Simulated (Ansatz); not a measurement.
Reactions of C₂H₇FOSi, SMILES `CC[SiH](O)F`.

Calculated with Ansatz (gas phase, PBE0-D4/def2-TZVP geometries, no zero-point term in ΔE). CCSD(T)/CBS is the MP2 limit (def2-TZVPP, def2-QZVPP) plus CCSD(T) − MP2 in def2-TZVPP, frozen cores. This one scheme is used for every species. DFT in def2-TZVPP. B3LYP here is the variant with VWN-RPA as its local correlation; programs differ in this. For Se outer-core shells are correlated without core-valence functions, which leaves a few kJ/mol of doubt a bond. Scalar relativity is left out up to krypton. Each species was taken in one conformer, which may not be the lowest.

```json
{"reaction": "`CC[SiH](O)F` + H₂ → `CC[SiH2]O` + H–F", "CCSD(T)/CBS(def2) (kJ/mol)": "140"}
{"reaction": "`CC[SiH](O)F` + SiH₄ → `CC[SiH](F)[SiH3]` + H₂O", "CCSD(T)/CBS(def2) (kJ/mol)": "120"}
{"reaction": "`CC[SiH](O)F` + H₂S → `O[SiH](F)CS` + CH₄", "CCSD(T)/CBS(def2) (kJ/mol)": "0"}
{"reaction": "`CC[SiH](O)F` + H₂Se → `O[SiH](F)[SeH]` + ethane", "CCSD(T)/CBS(def2) (kJ/mol)": "?"}
```

(1) Fill in the missing values. (An estimate is asked.)

Largest T1 diagnostic: 0.011, for `O[SiH](F)CS`.

Results:

(1) Ansatz gave: `CC[SiH](O)F` + H₂Se → `O[SiH](F)[SeH]` + ethane: -69.0 kJ/mol.
